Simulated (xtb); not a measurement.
H$_{3}$O$_{4}$P, charge -1, doublet, at a GFN2-xTB geometry (a state made from the parent by changing its charge; the spin is typed, not shown lowest); GFN1-xTB (xtb).

Input for xtb:
```
$ xtb mol.xyz --gfn 1 --chrg -1 --uhf 1 --acc 30 --json

# file mol.xyz
8

O      0.65738853     0.78994277     1.57170001
P      0.05538012    -0.13965985     0.15998664
O      1.30239840    -0.33548730    -0.63760686
O     -1.18992861    -1.28382886    -0.80885675
O     -0.81182172     1.16052664    -0.36088528
H      1.59934532     0.73366670     1.43279398
H     -0.64615389    -2.04297136    -1.00115575
H     -1.44818583     0.75497630    -0.94624700
```

It wrote (shortened):

```
   ID    Z sym.   atoms
    1    8 O      1, 3-5
    2   15 P      2
    3    1 H      6-8

           -------------------------------------------------
          |                Calculation Setup                |
           -------------------------------------------------

           -------------------------------------------------
          |                 G F N 1 - x T B                 |
           -------------------------------------------------

          ...................................................
          :                      SETUP                      :
          :.................................................:
          :  # basis functions                  32          :
          :  # atomic orbitals                  31          :
          :  # shells                           17          :
          :  # electrons                        33          :
          :  # halogen bonds                     0          :
          :  max. iterations                   250          :
          :  Hamiltonian                  GFN1-xTB          :
          :  restarted?                      false          :
          :  GBSA solvation                  false          :
          :  PC potential                    false          :
          :  electronic temp.          300.0000000     K    :
          :  accuracy                   30.0000000          :
          :  -> integral cutoff          0.2000000E+02      :
          :  -> integral neglect         0.3000000E-06      :
          :  -> SCF convergence          0.3000000E-04 Eh   :
          :  -> wf. convergence          0.6000000E-03 e    :
          :  Broyden damping             0.4000000          :
          :  net charge                         -1          :
          :  unpaired electrons                  1          :
          ...................................................

 iter      E             dE          RMSdq      gap      omega  full diag
   1    -23.3865472 -0.233865E+02  0.723E+00    7.08       0.0  T
   2    -23.1860368  0.200510E+00  0.565E+00    5.51       1.0  T
   3    -22.9540984  0.231938E+00  0.478E+00    6.46       1.0  T
   4    -23.4862205 -0.532122E+00  0.699E-01    6.22       1.0  T
   5    -23.5004994 -0.142789E-01  0.199E-01    6.44       1.0  T
   6    -23.5010991 -0.599700E-03  0.838E-02    6.48       1.0  T
   7    -23.5011761 -0.770260E-04  0.271E-02    6.50       1.3  T
   8    -23.5011897 -0.136099E-04  0.830E-03    6.50       4.3  T
[...]
         :: total energy             -23.405768685659 Eh    ::
[...]
        25                          0.5208668              14.1735
        26                          0.5813843              15.8203
        27                          0.6091108              16.5747
        28                          0.6175045              16.8032
       ...                                ...                  ...
        31                          1.7493458              47.6021
      -------------------------------------------------------------
                  HL-Gap            0.2389106 Eh            6.5011 eV
             Fermi-level           -0.1154700 Eh           -3.1421 eV

  Mulliken/CM5 charges         n(s)   n(p)   n(d)
     1O    -0.60360 -0.77782   1.712  4.892  0.000
     2P     0.43309  0.41756   1.528  1.924  1.114
     3O    -0.56265 -0.58022   1.705  4.857  0.000
     4O    -0.68006 -0.86365   1.735  4.945  0.000
     5O    -0.52180 -0.69814   1.685  4.837  0.000
     6H     0.30989  0.49799   0.690  0.000  0.000
     7H     0.28678  0.46823   0.713  0.000  0.000
     8H     0.33834  0.53605   0.662  0.000  0.000

Wiberg/Mayer (AO) data.
largest (>0.10) Wiberg bond orders for each atom

 ---------------------------------------------------------------------------
     #   Z sym  total        # sym  WBO       # sym  WBO       # sym  WBO
 ---------------------------------------------------------------------------
     1   8 O    2.006 --     2 P    0.979     6 H    0.885
     2  15 P    4.858 --     3 O    1.848     5 O    1.150     1 O    0.979
                             4 O    0.810
     3   8 O    2.081 --     2 P    1.848
     4   8 O    1.889 --     7 H    0.905     2 P    0.810
     5   8 O    2.147 --     2 P    1.150     8 H    0.854
     6   1 H    0.936 --     1 O    0.885
     7   1 H    0.948 --     4 O    0.905
     8   1 H    0.919 --     5 O    0.854
 ---------------------------------------------------------------------------

Topologies differ in total number of bonds
Writing topology from bond orders to xtbtopo.mol

 dipole moment from electron density (au)
     X       Y       Z
  -0.0448  -0.5746  -0.0481  total (Debye):    1.470

           -------------------------------------------------
          | TOTAL ENERGY              -23.405768685659 Eh   |
          | GRADIENT NORM               0.034283665749 Eh/α |
          | HOMO-LUMO GAP               6.501089537492 eV   |
           -------------------------------------------------

normal termination of xtb
```
